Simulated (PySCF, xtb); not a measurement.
Ga(Cl)3 anion (Cl₃Ga), SMILES [Cl][Ga]([Cl])[Cl] (connectivity only; charge and spin as stated), charge -1, multiplicity 2.

Harmonic wavenumbers (cm⁻¹) from GFN2-xTB in xtb at its own minimum, in rising order: 77, 77, 91, 242, 242, 252.

**Question.** What does PBE0-D3(BJ)/def2-SVPD run with PySCF give at its own minimum? (Estimate from the structure and the level; the computed values follow.)

**Answer.** 101, 101, 132, 302, 321, 321. Paired by order, the mean absolute difference is 50 cm⁻¹ and the zero-point energies are 1.4 and 1.8 kcal/mol.
